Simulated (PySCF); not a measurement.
**`CC/C=C/C(=O)Br`, C5H7BrO**

Geometry:
```tsv
atom	x (Å)	y (Å)	z (Å)
C1	-2.096	0.413	-0.370
C2	-1.110	-0.564	0.276
C3	0.219	0.072	0.453
C4	1.356	-0.373	-0.093
C5	2.599	0.333	0.122
O6	2.832	1.308	0.753
Br7	4.099	-0.545	-0.843
H8	-2.193	1.314	0.230
H9	-3.074	-0.051	-0.460
H10	-1.753	0.693	-1.363
H11	-1.022	-1.465	-0.333
H12	-1.493	-0.847	1.260
H13	0.246	0.973	1.055
H14	1.388	-1.260	-0.708
```

Method used: GIAO CAM-B3LYP/pcSseg-1 magnetisability, rotational g tensor and spin-rotation constants, non-relativistic, gas phase in PySCF 2.14.0. Geometry: GFN2-xTB.

The calculation is non-relativistic, which matters for the atoms heavier than Zn.

Give the nuclear spin-rotation constants along the inertial axes (H = +C I·J) beside the isotropic shieldings.

Rotational constants 5.0095, 0.6075, 0.5620 GHz. A star marks the isotopologue with that one atom substituted, in its own axes.
| atom | isotope | Caa (kHz) | Cbb (kHz) | Ccc (kHz) | mean (kHz) | σ (ppm) |
| --- | --- | --- | --- | --- | --- | --- |
| Br7 | 79Br | 5.462 | 1.923 | 1.863 | 3.083 | 1472.0 |
| H8 | 1H | -0.494 | 0.005 | -0.065 | -0.185 | 30.6 |
| H9 | 1H | -0.078 | -0.046 | -0.062 | -0.062 | 30.4 |
| H10 | 1H | -0.439 | -0.066 | -0.007 | -0.171 | 30.8 |
| H11 | 1H | -0.512 | 0.019 | -0.067 | -0.186 | 29.6 |
| H12 | 1H | -0.362 | -0.062 | -0.007 | -0.144 | 29.4 |
| H13 | 1H | -0.439 | 0.062 | -0.068 | -0.148 | 24.5 |
| H14 | 1H | -0.503 | 0.062 | -0.069 | -0.170 | 25.4 |
| C1 | 13C* | 0.683 | 0.087 | 0.077 | 0.282 | 169.7 |
| C2 | 13C* | 0.864 | 0.097 | 0.090 | 0.350 | 153.2 |
| C3 | 13C* | 2.172 | 0.329 | 0.084 | 0.862 | 15.0 |
| C4 | 13C* | 1.517 | 0.274 | 0.128 | 0.640 | 47.5 |
| C5 | 13C* | 2.720 | 0.202 | 0.179 | 1.033 | -1.0 |
| O6 | 17O* | -2.886 | -0.535 | -0.080 | -1.167 | -258.0 |

For the geometry as given, no vibrational averaging.

How do the rotational constants and the g tensor change when H8, H9, H10, H11, H12, H13, H14 are replaced by deuterium?

Constants 4.4111, 0.5429, 0.5054 GHz; g -0.0472, -0.0071, -0.0032, against -0.0536, -0.0076, -0.0032 before.
